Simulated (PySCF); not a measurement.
BiH3, SMILES [BiH3].

The structure is a stationary point at B3LYP-D3(BJ)/def2-TZVPD. The def2 effective core potentials stand for the cores of Bi; spin–orbit coupling is left out.

Calculation: PBE/def2-TZVPD (PySCF).

The molecule is in vacuum.

Task: Estimate the frontier levels, gap, dipole moment and polarisability. (An estimate is asked for; the answer gives what the named calculation found.)

Result: 
The highest occupied level comes out as -6.70 eV, the lowest empty level is -1.00 eV and the orbital gap is 5.71 eV. The dipole moment is 1.13 D and the quadrupole, principal values (traceless, Buckingham form, about the centre of nuclear charge) comes out as -1.45, 0.72, 0.72 D·Å. The mean static polarisability is 53.2 bohr³ (7.88 Å³) and the polarisability, principal values comes out as 52.6, 52.6, 54.3 bohr³.
